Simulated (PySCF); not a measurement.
F3Si, SMILES F[Si](F)F, multiplicity 2. Coordinates come from a PBE-D3(BJ)/def2-TZVP optimisation. The isomer is the one that the SMILES or the coordinates give; other isomers of the formula were not compared.

The numbers are results of PBE-D3(BJ)/def2-TZVP (PySCF), not measurements.

Harmonic wavenumbers (cm⁻¹): 269, 269, 380, 784, 910, 910. Rotational constants (GHz): 7.219, 7.219, 3.957; symmetry number 3.

### Question
Work out the zero-point energy and the ideal-gas rigid-rotor harmonic-oscillator thermochemistry at 298.15 K and 1 atm.

### Answer
ZPE = ½ Σ hcν = ½ × 3523 cm⁻¹ = 21.07 kJ/mol. H − E(el) = 34.76 kJ/mol. Entropy in J/(mol K): translation 164.16, rotation 94.87, vibration 19.78, spin 5.76, total 284.58. G − E(el) = -50.09 kJ/mol. Cp = 60.96 J/(mol K).
